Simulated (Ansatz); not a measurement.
Start from `B[SiH2]O` and change one element to get `[BH2][SnH2][OH]`.

Ansatz, PBE0-D4/def2-TZVP geometries, multiplicity 1. Each molecule was computed in one conformer, which needn't be the lowest.

Elements past krypton have def2 core potentials.

```tsv
property	`B[SiH2]O`
zero-point energy (PBE0-D4/def2-TZVP) / kJ/mol	132.0
size of the dipole moment (ωB97M-V/def2-TZVPP) / D	1.51
HOMO–LUMO gap (B3LYP/def2-TZVPP) / eV	5.10
ideal-gas entropy at 298 K and 1 bar (rigid rotor, harmonic PBE0-D4/def2-TZVP) / J/(mol·K)	300
HOMO–LUMO gap (ωB97M-V/def2-TZVPP) / eV	9.67
LUMO energy (ωB97M-V/def2-TZVPP) / eV	-0.50
```

Problem. Give the same properties after the change, and the shifts. (Best estimate.)

Solution. The calculation gave: 
```csv
property,`[BH2][SnH2][OH]`,shift
zero-point energy (PBE0-D4/def2-TZVP) / kJ/mol,120.5,-11.5
size of the dipole moment (ωB97M-V/def2-TZVPP) / D,2.42,0.91
HOMO–LUMO gap (B3LYP/def2-TZVPP) / eV,4.51,-0.59
"ideal-gas entropy at 298 K and 1 bar (rigid rotor, harmonic PBE0-D4/def2-TZVP) / J/(mol·K)",333,33
HOMO–LUMO gap (ωB97M-V/def2-TZVPP) / eV,9.10,-0.57
LUMO energy (ωB97M-V/def2-TZVPP) / eV,-0.81,-0.31
```

With PBE0 the HOMO rises by 0.26 eV and the LUMO falls by 0.29 eV, so the gap narrows by about 0.55 eV. PBE moves the HOMO by 0.36 eV and ωB97M-V by 0.26 eV. Dipoles are sizes alone; their direction can turn.

B3LYP here is the variant with VWN-RPA as its local correlation; programs differ in this.
